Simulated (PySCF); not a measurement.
C4H10Si2, SMILES C#C[SiH2][SiH2]CC. Geometry optimised at B3LYP-D3(BJ)/def2-SVP. The structure was generated by enumeration, and PubChem lists no compound with its InChIKey, so it may never have been made. One conformer was computed; it need not be the lowest.

Problem. Give the equilibrium geometry at B3LYP-D3(BJ)/def2-SVP (PySCF confirms it by a frequency run) as a Z-matrix. (An estimate is asked for; the answer gives what the named calculation found.)

Solution. This is not unique; one that fits is 
```
C
H 1 1.1038
H 1 1.1041 2 106.29
C 1 1.5337 2 110.24 3 -120.09
H 4 1.1021 1 111.53 2 61.08
H 4 1.1024 5 107.16 1 122.09
H 4 1.1025 5 107.39 6 115.16
Si 1 1.8962 2 107.03 3 115.36
H 8 1.4946 1 110.58 2 -53.69
H 8 1.4962 9 108.16 1 121.62
Si 8 2.3553 9 109.16 10 118.79
H 11 1.4917 8 112.67 9 -40.92
H 11 1.4927 12 108.27 8 123.74
C 11 1.8410 12 109.23 13 117.90
C 14 1.2181 13 149.70 11 173.07
H 15 1.0748 2 113.42 1 -154.87
```
Charge 0, spin multiplicity 1.
